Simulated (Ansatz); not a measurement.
Reaction (atomization): `[SiH3][CH]1[GaH][Se]1` → C• + Ga• + 5 H• + Se• + Si•

Program: Ansatz. Geometries: PBE0-D4/def2-TZVP. ΔE: electronic, gas phase. CCSD(T)/CBS is the MP2 limit (def2-TZVPP, def2-QZVPP) plus CCSD(T) − MP2 in def2-TZVPP, frozen cores. This one scheme is used for every species, atoms too. For atomizations the MP2-based limit and the directly extrapolated one differ by several kJ/mol either way, and by 10 to 25 for some Ge, Se and Sn compounds, so smaller differences from it don't rank the levels. DFT in def2-TZVPP. Open shells (•) are unrestricted, without spin–orbit coupling. Spin–orbit coupling would lower the free atoms: a little for C, Si; clearly for Ga, Se. For Ga, Se outer-core shells are correlated without core-valence functions, so the limit isn't a true one: a few kJ/mol of doubt a bond, and 10 to 20 or more in all where bonds break to atoms. Scalar relativity is left out up to krypton.

`[SiH3][CH]1[GaH][Se]1`:

```xyz
9

Si   -0.462   -0.899   -0.926
C     0.674    0.277   -0.061
Ga    0.271    0.956    1.711
Se    0.014    2.233   -0.163
H    -0.627   -0.559   -2.366
H     0.065   -2.291   -0.822
H    -1.801   -0.852   -0.277
H     1.726    0.221   -0.333
H     0.140    0.914    3.238
```

Problem. What is ΔE at CCSD(T)/CBS? (An estimate is asked.)

Solution. Computed: +27.75 eV.

Problem. What do these levels give: PBE, revPBE, HF/def2-SVP, CCSD(T)/def2-SVP, SCS-MP2/def2-QZVPP, CCSD/CBS(def2)? (An estimate is asked.)

Solution. The calculation gave: PBE 27.47, revPBE 26.45, HF/def2-SVP 19.66, CCSD(T)/def2-SVP 25.72, SCS-MP2/def2-QZVPP 27.66, CCSD/CBS(def2) 27.25 eV.

Largest T1 diagnostic among the species: 0.014.

At CCSD(T), def2-SVP lies −2.03 eV from the extrapolated value and def2-TZVPP −0.71 eV: correlation converges slowly with the basis, and small sets miss more of it in the bonded molecule than in its fragments. The D4 term adds +0.44 eV with B3LYP and +0.23 eV with PBE0; it sums over pairs of atoms, weighted by their polarisabilities, and B3LYP, whose exchange is more repulsive, gets the larger term. From BLYP to BHLYP (50 % exact exchange), in def2-TZVPP and without D4, ΔE moves by −0.12 eV: exact exchange takes away binding that semilocal exchange gives to molecules.

B3LYP here is the variant with VWN-RPA as its local correlation; programs differ in this.
